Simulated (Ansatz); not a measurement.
Reactions of C2H10O2SSi2 (`CO[SiH2]S[SiH2]OC`).

Calculated with Ansatz (gas phase, PBE0-D4/def2-TZVP geometries, no zero-point term in ΔE). CCSD(T)/CBS is the MP2 limit (def2-TZVPP, def2-QZVPP) plus CCSD(T) − MP2 in def2-TZVPP, frozen cores. This one scheme is used for every species. DFT in def2-TZVPP. For Ge outer-core shells are correlated without core-valence functions, which leaves a few kJ/mol of doubt a bond. Scalar relativity is left out up to krypton. One conformer a species, not always the lowest.

```
                                                                         reaction  B2PLYP (eV)  HF/CBS(def2) (eV)  ωB97X-V (eV)  CCSD(T)/CBS(def2) (eV)
          `CO[SiH2]S[SiH2]OC` + `N[SiH2]C=O` → `CN[SiH2]C=O` + `CO[SiH2]S[SiH2]O`        -0.31              -0.19         -0.29                   -0.32
                      `CO[SiH2]S[SiH2]OC` + `CCCO` → `CCCOC` + `CO[SiH2]S[SiH2]O`        -0.34              -0.25         -0.32                   -0.33
          `CO[SiH2]S[SiH2]OC` + `O[SiH](O)O` → `CO[SiH2]O[SiH](O)O` + `CO[SiH2]S`        -0.68              -0.88         -0.60                   -0.61
           `CO[SiH2]S[SiH2]OC` + `[SH][GeH3]` → `CO[SiH2][S][GeH3]` + `CO[SiH2]S`        -0.02              -0.04          0.02                    0.00
      `CO[SiH2]S[SiH2]OC` + `OB(F)O[SiH3]` → `COB(F)O[SiH3]` + `CO[SiH2]S[SiH2]O`        -0.18              -0.10         -0.17                   -0.17
           `CO[SiH2]S[SiH2]OC` + `[OH][GeH3]` → `CO[SiH2][O][GeH3]` + `CO[SiH2]S`        -0.62              -0.87         -0.53                   -0.53
`CO[SiH2]S[SiH2]OC` + `N[SiH](N)[SiH3]` → `CN[SiH](N)[SiH3]` + `CO[SiH2]S[SiH2]O`        -0.29              -0.16         -0.28                   -0.31
            `CO[SiH2]S[SiH2]OC` + `S[SiH2]Cl` → `CO[SiH2]S[SiH2]Cl` + `CO[SiH2]S`         0.01               0.00          0.01                    0.01
```

Largest T1 diagnostic: 0.014, for `N[SiH2]C=O`.
